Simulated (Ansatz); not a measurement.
CH₉NO₂Si₂ (`C[Si](N)(O)O[SiH3]`). Charge 0, multiplicity 1.

```xyz
15

C     0.7251   -0.4182   -2.0790
Si   -0.2507    0.0453   -0.5798
N    -0.3887    1.7096   -0.1890
O    -1.7652   -0.5303   -0.8413
O     0.4811   -0.6441    0.7148
Si    0.3632   -0.7000    2.3431
H     0.3043    0.0417   -2.9759
H     0.7218   -1.5015   -2.2201
H     1.7626   -0.0908   -1.9807
H    -0.8960    2.3344   -0.7947
H     0.3752    2.1877    0.2612
H    -2.4340   -0.2681   -0.2064
H    -1.0603   -0.7785    2.7706
H     1.0876   -1.9005    2.8275
H     0.9740    0.5133    2.9497
```

Question: Give the diagnostics of a CCSD(T)/def2-TZVPP run (frozen core, Ansatz). (Best estimate.)

Answer: The calculation gave: T1 = 0.0108, largest single amplitude 0.010, largest double 0.015, (T) share of the correlation energy 3.4 %, 9 CCSD cycles. The RHF solution is stable towards an unrestricted one. T1 lies under the customary mark of 0.02 for closed shells.
